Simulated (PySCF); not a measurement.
iron atom (Fe), quintet; CASSCF(10,9)/def2-SVP in PySCF.

The PySCF input:
```python
from pyscf import gto, scf, mcscf
import numpy

mol = gto.Mole()
mol.atom = '''
    Fe    0.000000    0.000000    0.000000
'''
mol.basis = 'def2-svp'
mol.charge = 0
mol.spin = 4
mol.verbose = 4
mol.build()

mf = scf.ROHF(mol)
mf.kernel()
mc = mcscf.CASSCF(mf, 9, 10)
mc.fix_spin_(ss=6.0)
mc.kernel()
occ = numpy.linalg.eigvalsh(mc.fcisolver.make_rdm1(mc.ci, mc.ncas, mc.nelecas))[::-1]
ss = mc.fcisolver.spin_square(mc.ci, mc.ncas, mc.nelecas)[0]
print('natural occupations', occ.round(4), ' <S^2>', round(ss, 4))
```

What the program printed (banner, timings and long lists left out):

```
PySCF version 2.14.0

[INPUT] verbose = 4
[INPUT] num. atoms = 1
[INPUT] num. electrons = 26
[INPUT] charge = 0
[INPUT] spin (= nelec alpha-beta = 2S) = 4
[INPUT] symmetry False subgroup None
[INPUT] Mole.unit = angstrom
[INPUT] Symbol           X                Y                Z      unit          X                Y                Z       unit  Magmom
[...]
nuclear repulsion = 0
number of shells = 11
number of NR pGTOs = 73
number of NR cGTOs = 31
basis = def2-svp
ecp = {}

******** <class 'pyscf.scf.rohf.ROHF'> ********
method = ROHF
initial guess = minao
damping factor = 0
level_shift factor = 0
DIIS = <class 'pyscf.scf.diis.CDIIS'>
diis_start_cycle = 1
diis_space = 8
diis_damp = 0
SCF conv_tol = 1e-09
SCF conv_tol_grad = None
SCF max_cycles = 50
direct_scf = True
direct_scf_tol = 1e-13
num. doubly occ = 11  num. singly occ = 4
Set gradient conv threshold to 3.16228e-05
init E= -1260.7825919865
[...]
cycle= 1 E= -1260.74526229615  delta_E= 0.0373  |g|= 2.39  |ddm|= 3.47
[...]
cycle= 2 E= -1261.37822567957  delta_E= -0.633  |g|= 1.66  |ddm|= 3.76
[...]
cycle= 3 E= -1262.15260367656  delta_E= -0.774  |g|= 0.249  |ddm|= 1.07
[...]
cycle= 4 E= -1262.16596248157  delta_E= -0.0134  |g|= 0.02  |ddm|= 0.121
[...]
cycle= 5 E= -1262.16603657353  delta_E= -7.41e-05  |g|= 0.00746  |ddm|= 0.00963
[...]
cycle= 6 E= -1262.16604702147  delta_E= -1.04e-05  |g|= 0.00203  |ddm|= 0.00414
[...]
cycle= 7 E= -1262.16604796643  delta_E= -9.45e-07  |g|= 0.00026  |ddm|= 0.00108
[...]
cycle= 8 E= -1262.16604800061  delta_E= -3.42e-08  |g|= 5.75e-05  |ddm|= 0.000392
[...]
cycle= 9 E= -1262.16604802121  delta_E= -2.06e-08  |g|= 4.26e-05  |ddm|= 0.000348
[...]
cycle= 10 E= -1262.16604806082  delta_E= -3.96e-08  |g|= 2.76e-05  |ddm|= 0.000766
[...]
cycle= 11 E= -1262.1660481116  delta_E= -5.08e-08  |g|= 1.09e-05  |ddm|= 0.00162
[...]
cycle= 12 E= -1262.16604811878  delta_E= -7.19e-09  |g|= 2.98e-06  |ddm|= 0.000789
[...]
cycle= 13 E= -1262.16604811886  delta_E= -7.41e-11  |g|= 1.21e-07  |ddm|= 8.68e-05
[...]
Extra cycle  E= -1262.16604811886  delta_E= -2.27e-13  |g|= 8.74e-08  |ddm|= 2.23e-07
converged SCF energy = -1262.16604811886

******** <class 'pyscf.mcscf.mc1step.CASSCF'> ********
CAS (7e+3e, 9o), ncore = 8, nvir = 14
max_cycle_macro = 50
max_cycle_micro = 4
conv_tol = 1e-07
conv_tol_grad = None
orbital rotation max_stepsize = 0.02
orbital rotation threshold for CI restart = 0.01
augmented hessian ah_max_cycle = 30
augmented hessian ah_conv_tol = 1e-12
augmented hessian ah_linear dependence = 1e-14
augmented hessian ah_level shift = 1e-08
augmented hessian ah_start_tol = 2.5
augmented hessian ah_start_cycle = 3
augmented hessian ah_grad_trust_region = 3
kf_trust_region = 3
kf_interval = 4
ci_response_space = 4
ci_grad_trust_region = 3
with_dep4 0
natorb = False
canonicalization = True
sorting_mo_energy = False
ao2mo_level = 2
internal_rotation = False
******** <class 'pyscf.fci.addons.SpinPenaltyFCISolver'> ********
max. cycles = 50
conv_tol = 1e-08
davidson only = True
linear dependence = 1e-12
level shift = 0.001
max iter space = 12
nroots = 1
pspace_size = 400
spin = None
CASCI E = -1262.18941550011  S^2 = 6.0000000
Set conv_tol_grad to 0.000316228
macro iter   1 ( 18 JK    4 micro), CASSCF E = -1262.27077798121  dE = -8.13624811e-02  S^2 = 6.0000000
               |grad[o]|=0.531  |grad[c]|=0.115  |ddm|=0.206  |maxRot[o]|=0.168
macro iter   2 ( 21 JK    4 micro), CASSCF E = -1262.27094555223  dE = -1.67571021e-04  S^2 = 6.0000000
               |grad[o]|=0.0329  |grad[c]|=0.142  |ddm|=0.00782  |maxRot[o]|=0.315
macro iter   3 ( 17 JK    4 micro), CASSCF E = -1262.27117932186  dE = -2.33769632e-04  S^2 = 6.0000000
               |grad[o]|=0.0165  |grad[c]|=0.0118  |ddm|=0.00154  |maxRot[o]|=0.0699
macro iter   4 (  7 JK    2 micro), CASSCF E = -1262.27126878144  dE = -8.94595785e-05  S^2 = 6.0000000
               |grad[o]|=0.00603  |grad[c]|=0.00919  |ddm|=0.00106  |maxRot[o]|=0.0699
macro iter   5 (  7 JK    2 micro), CASSCF E = -1262.27128462618  dE = -1.58447401e-05  S^2 = 6.0000000
               |grad[o]|=0.0022  |grad[c]|=0.00853  |ddm|=0.000806  |maxRot[o]|=0.0647
macro iter   6 (  7 JK    2 micro), CASSCF E = -1262.27129228420  dE = -7.65802406e-06  S^2 = 6.0000000
               |grad[o]|=0.00117  |grad[c]|=0.00712  |ddm|=0.000593  |maxRot[o]|=0.0699
macro iter   7 (  7 JK    2 micro), CASSCF E = -1262.27130047815  dE = -8.19394700e-06  S^2 = 6.0000000
               |grad[o]|=0.000998  |grad[c]|=0.00728  |ddm|=0.00075  |maxRot[o]|=0.0699
macro iter   8 (  7 JK    2 micro), CASSCF E = -1262.27130911179  dE = -8.63364517e-06  S^2 = 6.0000000
               |grad[o]|=0.000838  |grad[c]|=0.00752  |ddm|=0.000799  |maxRot[o]|=0.0699
macro iter   9 (  7 JK    2 micro), CASSCF E = -1262.27131819894  dE = -9.08714924e-06  S^2 = 6.0000000
               |grad[o]|=0.00072  |grad[c]|=0.00784  |ddm|=0.00076  |maxRot[o]|=0.0699
macro iter  10 (  7 JK    2 micro), CASSCF E = -1262.27132768469  dE = -9.48574825e-06  S^2 = 6.0000000
               |grad[o]|=0.000637  |grad[c]|=0.00821  |ddm|=0.000597  |maxRot[o]|=0.0699
macro iter  11 (  7 JK    2 micro), CASSCF E = -1262.27133880512  dE = -1.11204276e-05  S^2 = 6.0000000
               |grad[o]|=0.000639  |grad[c]|=0.00897  |ddm|=0.000562  |maxRot[o]|=0.0699
macro iter  12 (  7 JK    2 micro), CASSCF E = -1262.27135164775  dE = -1.28426336e-05  S^2 = 6.0000000
               |grad[o]|=0.000594  |grad[c]|= 0.01  |ddm|=0.000415  |maxRot[o]|=0.0699
macro iter  13 (  7 JK    2 micro), CASSCF E = -1262.27136803510  dE = -1.63873519e-05  S^2 = 6.0000000
               |grad[o]|=0.000748  |grad[c]|=0.00748  |ddm|=0.000558  |maxRot[o]|=0.0631
macro iter  14 (  7 JK    2 micro), CASSCF E = -1262.27138921076  dE = -2.11756553e-05  S^2 = 6.0000000
               |grad[o]|=0.00152  |grad[c]|=0.00665  |ddm|=0.000227  |maxRot[o]|=0.0587
macro iter  15 (  7 JK    2 micro), CASSCF E = -1262.27141220301  dE = -2.29922509e-05  S^2 = 6.0000000
[...]
macro iter  22 ( 21 JK    4 micro), CASSCF E = -1262.28006001396  dE = -5.58887494e-04  S^2 = 6.0000000
               |grad[o]|=0.00966  |grad[c]|=0.0191  |ddm|=0.00183  |maxRot[o]|= 0.08
macro iter  23 ( 21 JK    4 micro), CASSCF E = -1262.28029893645  dE = -2.38922486e-04  S^2 = 6.0000000
               |grad[o]|=0.00888  |grad[c]|=0.019  |ddm|=0.00108  |maxRot[o]|=0.0534
macro iter  24 ( 21 JK    4 micro), CASSCF E = -1262.28042767765  dE = -1.28741206e-04  S^2 = 6.0000000
               |grad[o]|=0.008  |grad[c]|=0.0184  |ddm|=0.000979  |maxRot[o]|=0.0307
macro iter  25 ( 21 JK    4 micro), CASSCF E = -1262.28050932967  dE = -8.16520139e-05  S^2 = 6.0000000
               |grad[o]|=0.00739  |grad[c]|=0.0182  |ddm|=0.00105  |maxRot[o]|=0.0207
macro iter  26 ( 21 JK    4 micro), CASSCF E = -1262.28056132426  dE = -5.19945975e-05  S^2 = 6.0000000
               |grad[o]|=0.00682  |grad[c]|=0.018  |ddm|=0.00105  |maxRot[o]|=0.018
macro iter  27 ( 21 JK    4 micro), CASSCF E = -1262.28059683287  dE = -3.55086031e-05  S^2 = 6.0000000
               |grad[o]|=0.00638  |grad[c]|=0.0179  |ddm|=0.00108  |maxRot[o]|=0.0164
macro iter  28 ( 21 JK    4 micro), CASSCF E = -1262.28062213132  dE = -2.52984478e-05  S^2 = 6.0000000
               |grad[o]|=0.00614  |grad[c]|=0.0178  |ddm|=0.00107  |maxRot[o]|=0.0147
macro iter  29 ( 21 JK    4 micro), CASSCF E = -1262.28064178330  dE = -1.96519848e-05  S^2 = 6.0000000
               |grad[o]|=0.00599  |grad[c]|=0.0178  |ddm|=0.00109  |maxRot[o]|=0.0134
macro iter  30 ( 21 JK    4 micro), CASSCF E = -1262.28065751467  dE = -1.57313721e-05  S^2 = 6.0000000
               |grad[o]|=0.00591  |grad[c]|=0.0178  |ddm|=0.00108  |maxRot[o]|=0.0121
macro iter  31 ( 21 JK    4 micro), CASSCF E = -1262.28067167460  dE = -1.41599289e-05  S^2 = 6.0000000
               |grad[o]|=0.00585  |grad[c]|=0.0178  |ddm|=0.00109  |maxRot[o]|=0.0112
macro iter  32 ( 21 JK    4 micro), CASSCF E = -1262.28068306406  dE = -1.13894562e-05  S^2 = 6.0000000
               |grad[o]|=0.00583  |grad[c]|=0.0179  |ddm|=0.00109  |maxRot[o]|=0.0101
macro iter  33 ( 21 JK    4 micro), CASSCF E = -1262.28069611033  dE = -1.30462749e-05  S^2 = 6.0000000
               |grad[o]|=0.00582  |grad[c]|=0.0179  |ddm|=0.00109  |maxRot[o]|=0.0099
macro iter  34 ( 21 JK    4 micro), CASSCF E = -1262.28070344349  dE = -7.33315483e-06  S^2 = 6.0000000
               |grad[o]|=0.00583  |grad[c]|=0.0181  |ddm|=0.00107  |maxRot[o]|=0.0083
macro iter  35 ( 21 JK    4 micro), CASSCF E = -1262.28071871408  dE = -1.52705902e-05  S^2 = 6.0000000
               |grad[o]|=0.00585  |grad[c]|=0.018  |ddm|=0.00109  |maxRot[o]|=0.00961
macro iter  36 ( 21 JK    4 micro), CASSCF E = -1262.28072335320  dE = -4.63912602e-06  S^2 = 6.0000000
               |grad[o]|=0.00585  |grad[c]|=0.0182  |ddm|=0.00103  |maxRot[o]|=0.00699
macro iter  37 ( 21 JK    4 micro), CASSCF E = -1262.28074075980  dE = -1.74065940e-05  S^2 = 6.0000000
               |grad[o]|=0.00589  |grad[c]|=0.0182  |ddm|=0.0011  |maxRot[o]|=0.00979
macro iter  38 ( 21 JK    4 micro), CASSCF E = -1262.28074955733  dE = -8.79753793e-06  S^2 = 6.0000000
               |grad[o]|=0.00593  |grad[c]|=0.0183  |ddm|=0.00103  |maxRot[o]|=0.0073
macro iter  39 ( 21 JK    4 micro), CASSCF E = -1262.28076590468  dE = -1.63473489e-05  S^2 = 6.0000000
               |grad[o]|=0.00587  |grad[c]|=0.0188  |ddm|=0.00107  |maxRot[o]|=0.0126
macro iter  40 ( 21 JK    4 micro), CASSCF E = -1262.28077871961  dE = -1.28149213e-05  S^2 = 6.0000000
               |grad[o]|=0.00603  |grad[c]|=0.0186  |ddm|=0.00101  |maxRot[o]|=0.00833
macro iter  41 ( 21 JK    4 micro), CASSCF E = -1262.28078986135  dE = -1.11417419e-05  S^2 = 6.0000000
               |grad[o]|=0.00595  |grad[c]|=0.0193  |ddm|=0.000963  |maxRot[o]|=0.0129
macro iter  42 ( 21 JK    4 micro), CASSCF E = -1262.28080636232  dE = -1.65009756e-05  S^2 = 6.0000000
               |grad[o]|=0.00611  |grad[c]|=0.0188  |ddm|=0.000941  |maxRot[o]|=0.0107
macro iter  43 ( 21 JK    4 micro), CASSCF E = -1262.28080408390  dE =  2.27842611e-06  S^2 = 6.0000000
               |grad[o]|=0.00602  |grad[c]|=0.0193  |ddm|=0.000924  |maxRot[o]|=0.0112
macro iter  44 ( 21 JK    4 micro), CASSCF E = -1262.28107232199  dE = -2.68238090e-04  S^2 = 6.0000000
               |grad[o]|=0.00617  |grad[c]|= 0.01  |ddm|=0.000782  |maxRot[o]|=0.048
macro iter  45 ( 12 JK    3 micro), CASSCF E = -1262.28160048493  dE = -5.28162945e-04  S^2 = 6.0000000
               |grad[o]|=0.006  |grad[c]|=0.0122  |ddm|=0.000873  |maxRot[o]|=0.082
macro iter  46 ( 12 JK    3 micro), CASSCF E = -1262.28203880561  dE = -4.38320677e-04  S^2 = 6.0000000
               |grad[o]|=0.00595  |grad[c]|=0.0144  |ddm|=0.000548  |maxRot[o]|=0.0734
macro iter  47 ( 21 JK    4 micro), CASSCF E = -1262.28234040300  dE = -3.01597392e-04  S^2 = 6.0000000
               |grad[o]|=0.00634  |grad[c]|=0.0189  |ddm|=0.000756  |maxRot[o]|=0.082
macro iter  48 ( 21 JK    4 micro), CASSCF E = -1262.28259092419  dE = -2.50521191e-04  S^2 = 6.0000000
               |grad[o]|=0.00782  |grad[c]|=0.0267  |ddm|=0.00151  |maxRot[o]|=0.062
macro iter  49 ( 21 JK    4 micro), CASSCF E = -1262.28282721107  dE = -2.36286879e-04  S^2 = 6.0000000
               |grad[o]|=0.00911  |grad[c]|=0.029  |ddm|=0.00167  |maxRot[o]|=0.0722
macro iter  50 ( 21 JK    4 micro), CASSCF E = -1262.28299025280  dE = -1.63041725e-04  S^2 = 6.0000000
               |grad[o]|=0.0111  |grad[c]|=0.0292  |ddm|=0.00174  |maxRot[o]|=0.0828
1-step CASSCF not converged,  50 macro (829 JK 170 micro) steps
CASSCF canonicalization
Density matrix diagonal elements [1.99875886 1.00560556 1.99377642 1.86969712 0.99979248 1.00002441
 1.00011326 0.08362364 0.04860827]
CASSCF energy = -1262.28299025280
CASCI E = -1262.28299025280  E(CI) = -48.8586854459850  S^2 = 6.0000000
natural occupations [1.9993 1.9988 1.912  1.0002 0.9999 0.9997 0.9996 0.0486 0.0419]  <S^2> 6.0
```

The run did not converge; its last values are not results.
